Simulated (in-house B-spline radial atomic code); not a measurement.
Values are calculated unless marked as measured or tabulated.
## Correlation energy from the adiabatic connection: −Z exp(−kr)/r, Z = 1.52, k = 0.106

Two electrons in a singlet, external potential −Z exp(−kr)/r, Z = 1.52, k = 0.106 (atomic units). Full CI in B-splines (partial waves to l = 8, correlation up to 0.6 % small) with the density held fixed gives W(λ) = <V_ee>_λ − U, and E_c is the integral of W(λ) − W(0) from 0 to 1.

| λ | W(λ) − W(0) (hartree) |
| --- | --- |
| 0 | 0.00000 |
| 0.02 | -0.00199 |
| 0.05 | -0.00493 |
| 0.12 | -0.01156 |
| 0.25 | -0.02312 |
| 0.4 | -0.03535 |
| 0.6 | -0.05005 |
| 0.8 | -0.06316 |
| 1 | -0.07492 |

**Question.** Integrate the table by the trapezoid rule.

**Answer.** The strips give -0.00002, -0.00010, -0.00058, -0.00225, -0.00439, -0.00854, -0.01132, -0.01381, which sum to -0.04101 hartree. The direct value, W(1) − W(0) + T_c with T_c = 0.03381, is -0.04111; the curve is convex, so chords lie above it and the trapezoids fall short in size by 0.24 %.

**Question.** Now use only three numbers: W(0) = -0.71462, the initial slope W'(0) = -0.1001 (extrapolated from the first points) and the strong-coupling limit of the point-charge-plus-continuum model, W∞ = -1.0244. What do second-order theory and the interpolation W(λ) = W∞ + (W(0) − W∞)/√(1 + 2χλ) of Seidl, Perdew and Levy give?

**Answer.** Second order keeps the slope alone: E_c = W'(0)/2 = -0.05005, +22 % in size against -0.04111. Matching the slope fixes χ = W'(0)/(W∞ − W(0)) = -0.1001/(-0.30978) = 0.32313. Integrating, with s = √(1 + 2χ) = 1.283069, E_c = −(W(0) − W∞)(s − 1)/(s + 1) = −0.30978 × 0.283069/2.283069 = -0.03841 hartree, -6.6 % in size against the full result. At λ = 1 the formula gives W − W(0) = -0.06834 against -0.07492. Part of the miss can come from the model's W∞.
